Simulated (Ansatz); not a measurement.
## Ansatz (development build ahead of 0.2.0) run

```yaml
crystal:
  periodic: [false, false, false]
  atoms:
    - { symbol: Na, position_ang: [-1.24849, -1.18285, -1.19379] }
    - { symbol: Cl, position_ang: [-1.41772, -1.45145, 1.40727] }
    - { symbol: Cl, position_ang: [-1.39687, 1.38773, -1.35669] }
    - { symbol: Na, position_ang: [-1.17086, 1.21822, 1.23987] }
    - { symbol: Cl, position_ang: [1.37161, -1.38176, -1.43521] }
    - { symbol: Na, position_ang: [1.25646, -1.19487, 1.22523] }
    - { symbol: Na, position_ang: [1.22845, 1.19635, -1.25586] }
    - { symbol: Cl, position_ang: [1.43027, 1.36583, 1.42265] }
basis:
  gaussian: { orbitals: cc-pVDZ }
hamiltonian:
  xc: hf
correlation:
  method: mp2
  frozen_orbitals: { Cl: 5, Na: 1 }
```

The input is written out in the form of the current development build from the run's settings.

Output:

```yaml
Converged: yes
Reference_energy: -2485.96276 hartree
Correlation_energy: -0.59676 hartree
Total_energy: -2486.55953 hartree
Spin_squared_of_the_determinant: 0.000
```
